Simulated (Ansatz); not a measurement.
The Sn1–H2 bond of HISn (SMILES [SnH][I]) is stretched (multiplicity 1, the rest rigid).
Geometry at rest (charge 0, multiplicity 1):
```xyz
3

Sn     0.4523     0.9150     0.9654
H      0.7303     2.1769    -0.2634
I     -0.4405    -0.9043    -0.9058
```

Frozen-core correlation. Filled d and f shells under p-block atoms count as core.

Programs: Ansatz (Gaussian basis) for Hartree–Fock, density functionals and correlated methods. Values without a source in brackets are computed. In def2 rows elements past Kr take small-core potentials, without spin–orbit coupling.

Energies above the point at 1.783 Å (the B3LYP-D3(BJ) bond length), FIC-MRCISD+Q on CASSCF(2,2)/def2-TZVPP (kcal/mol): 5.04 at 1.605 Å; 3.25 at 1.961 Å; 63.38 at 5.706 Å.

Q: Take the last value as the depth D of a Morse curve D(1 − e^(−a(R − R₀)))², fit a and R₀ to the two near points, and test it at 2.407 and 3.120 Å.

A: 
With D = 63.4, both near points (counted from the curve's value at 1.783 Å) are met by a = 1.42 Å⁻¹ and R₀ = 1.780 Å, so k = 2Da² = 255 kcal/(mol Å²). The curve then gives 22.0 and 45.8 kcal/mol; the level itself gives 23.0 and 50.1, so Morse is off by -1.1 and -4.3.

Ansatz is a quantum-chemistry and plane-wave program.
